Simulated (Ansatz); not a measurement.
A nudged elastic band was laid between two geometries of CH6SSn (9 atoms, charge 0, multiplicity 1).

Method: Ansatz, RKS BLYP/def2-SVP.

* movable images: 5
* climbing image: yes
* spring: 5.0 eV/Å²
* optimiser: quadratic models (default)
* start path: through a guess of the saddle point
* force threshold: 0.05 eV/Å
* iteration limit: 60
* end points: relaxed

First end point:

```xyz
9
Properties=species:S:1:pos:R:3
C -1.005 0.818 -0.598
Sn 0.570 -0.672 -0.253
S 1.869 -0.140 1.797
H -0.545 1.819 -0.698
H -1.712 0.820 0.253
H -1.549 0.564 -1.529
H 1.766 -0.639 -1.511
H -0.113 -2.268 -0.107
H 0.807 -0.347 2.630
```

Last end point:

```xyz
9
Properties=species:S:1:pos:R:3
C -1.047 0.778 -0.570
Sn 0.451 -0.780 -0.188
S 1.196 -0.719 2.181
H -0.606 1.773 -0.372
H -1.916 0.620 0.096
H -1.372 0.723 -1.627
H 1.829 -0.582 -1.236
H -0.219 -2.372 -0.363
H 1.772 0.513 2.060
```

(1) What changes between the two ends?

(2) What energy profile does the band end with?

(3) What is the geometry of the highest image?

(4) What are the harmonic wavenumbers there?

Results:

(1) No bond is made or broken. The dihedral C1–Sn2–S3–H9 goes from 66 to -65°. The two ends are copies of one structure, up to a mirror image or an exchange of like atoms.

(2) The forces met the threshold. The highest image is number 3 of 0 to 6, 2.6 kJ/mol above the ends, which have the same energy within 2 meV. A vibrational analysis at the climbing image gives one clearly imaginary mode, 124i cm⁻¹: a first-order saddle point.

```csv
image,path coordinate (Å),energy (kJ/mol),dihedral C1–Sn2–S3–H9 (°)
0,0.00,0.0,66
1,0.41,0.5,48
2,0.82,1.8,25
3,1.23,2.6,0
4,1.65,1.9,-24
5,2.07,0.5,-47
6,2.49,0.0,-65
```

(3) 
```xyz
9
Properties=species:S:1:pos:R:3
C -0.972 0.758 -0.487
Sn 0.568 -0.791 -0.288
S 1.651 -0.562 1.942
H -0.503 1.758 -0.432
H -1.714 0.650 0.326
H -1.479 0.643 -1.464
H 1.798 -0.616 -1.506
H -0.124 -2.384 -0.394
H 0.862 0.497 2.285
```

(4) 124i, 87, 116, 318, 346, 483, 483, 549, 686, 698, 750, 764, 1168, 1396, 1399, 1801, 1810, 2577, 2972, 3073, 3081 cm⁻¹.

Run time: 110 s on 1 thread of Intel(R) Xeon(R) Processor @ 2.70GHz, with other jobs on the host, peak memory 0.13 GiB.
